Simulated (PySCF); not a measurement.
CH10FNSi3, SMILES F[SiH2][Si@@H]([SiH2]C)N. Coordinates come from a PBE-D3(BJ)/def2-SVP optimisation. The structure was generated by enumeration; whether it is a known compound was not checked. The values are those of a single conformer.

Computed equilibrium geometry at PBE-D3(BJ)/def2-SVP (PySCF confirms it by a frequency run) as bond lengths and angles (one conformer of several):
Atoms: C1 Si2 Si3 N4 Si5 F6 H7 H8 H9 H10 H11 H12 H13 H14 H15 H16. Bonds (Å): C1–Si2 1.897, C1–H7 1.108, C1–H8 1.108, C1–H9 1.109, Si2–Si3 2.355, Si2–H10 1.510, Si2–H11 1.508, Si3–N4 1.757, Si3–Si5 2.348, Si3–H12 1.522, N4–H13 1.025, N4–H14 1.024, Si5–F6 1.652, Si5–H15 1.506, Si5–H16 1.508. Bond angles (°): Si2–C1–H7 110.7, Si2–C1–H8 110.9, Si2–C1–H9 110.7, H7–C1–H8 108.3, H7–C1–H9 108.0, H8–C1–H9 108.1, C1–Si2–Si3 110.3, C1–Si2–H10 110.4, C1–Si2–H11 110.5, Si3–Si2–H10 109.0, Si3–Si2–H11 109.4, H10–Si2–H11 107.3, Si2–Si3–N4 109.3, Si2–Si3–Si5 108.4, Si2–Si3–H12 107.3, N4–Si3–Si5 106.9, N4–Si3–H12 117.2, Si5–Si3–H12 107.5, Si3–N4–H13 117.1, Si3–N4–H14 117.5, H13–N4–H14 109.5, Si3–Si5–F6 110.3, Si3–Si5–H15 111.2, Si3–Si5–H16 111.2, F6–Si5–H15 107.4, F6–Si5–H16 108.0, H15–Si5–H16 108.6.
